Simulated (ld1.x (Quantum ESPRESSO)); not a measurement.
# Before and after: ultrasoft potential for cobalt (Co)

| Property | Result |
| --- | --- |
| Element | cobalt (Co) |
| Generator | ld1.x (Quantum ESPRESSO) 7.5 |
| Type | ultrasoft |
| Functional | PBE |
| Relativity | scalar-relativistic |
| Frozen core | [Ar] |
| Valence charge | 9 |
| Reference configuration | 3d7 4s2 4p0 |
| Partial waves | 4s (bound): rcut 2.05, rcutus 2.60 bohr; 4s channel at 0.05 Ry: rcut 2.05, rcutus 2.60 bohr; 4p (bound, empty): rcut 2.30, rcutus 2.65 bohr; 4p channel at 0.5 Ry: rcut 2.30, rcutus 2.65 bohr; 3d (bound): rcut 1.25, rcutus 1.70 bohr; 3d channel at -0.15 Ry: rcut 1.25, rcutus 1.70 bohr |
| Local potential | all-electron potential smoothed inside 1.45 bohr (lloc = -2) |
| Core correction | none |
| Augmentation charge | PSQ, radius 1.25 bohr |

Change: waves 3d (bound): rcut 1.25, rcutus 1.94 bohr; 3d channel at -0.15 Ry: rcut 1.25, rcutus 1.94 bohr.

Cutoffs: the cutoffs (Ry, on a coarse ladder) from which the occupation-weighted sum of valence levels, in a spherical-Bessel basis at the reference potential, stays within 10 and 1 mRy of its value at 400 Ry; they do not see the model core or the augmentation charge, which bear on the density cutoff. Errors are all-electron minus pseudo energies relative to the spin-unpolarised reference configuration.

Q: Predict the effect on cutoff, ghosts and configuration errors.

A: The potential gets softer (35 Ry and 60 Ry → 30 Ry and 45 Ry); of the 7 tests that both files solve, the error grows in 2 and shrinks in 1 by more than 15 % and 0.3 meV (median size 12.5 → 11.9 meV); neither file shows a bound ghost. A larger radius leaves more room for a smooth pseudo-wave, so fewer plane waves are needed.

| quantity | base | changed |
| --- | --- | --- |
| cutoff, loose | 35 Ry | 30 Ry |
| cutoff, tight | 60 Ry | 45 Ry |
| loose cutoff by channel (10 mRy a level) | s 6 Ry, d 30 Ry | s 6 Ry, d 25 Ry |
| bound ghosts | none | none |
| error for 3d7 4s1 4p0, meV [ΔE 9.03 eV] | +12 | +12 |
| error for 3d7 4s0 4p0, meV [ΔE 25.82 eV] | +119 | +117 |
| error for 3d6 4s0 4p0, meV [ΔE 61.69 eV] | +66 | +24 |
| error for 3d5 4s0 4p0, meV [ΔE 117.04 eV] | -583 | -880 |
| error for 3d7 4s1 4p1, meV [ΔE 4.35 eV] | +5.2 | +5.0 |
| error for 3d7.5 4s1.5 4p0, meV [ΔE -0.96 eV] | -4.3 | -10 |
| error for 3d7 4s1.5 4p0, meV [ΔE 3.60 eV] | +1.8 | +1.6 |
| s: phases at 2.89 bohr within 0.05 rad from the reference energy up to (Ry; the scan ends near 5) | 2.4 | 2.4 |
| p: phases at 2.89 bohr within 0.05 rad from the reference energy up to (Ry; the scan ends near 5) | 3.4 | 3.4 |
| d: phases at 2.89 bohr within 0.05 rad from the reference energy up to (Ry; the scan ends near 5) | to the end of the scan | 5.0 |
| lowest overlap eigenvalue by channel | s 0.35, p 0.61, d 1.00 | s 0.35, p 0.61, d 1.00 |
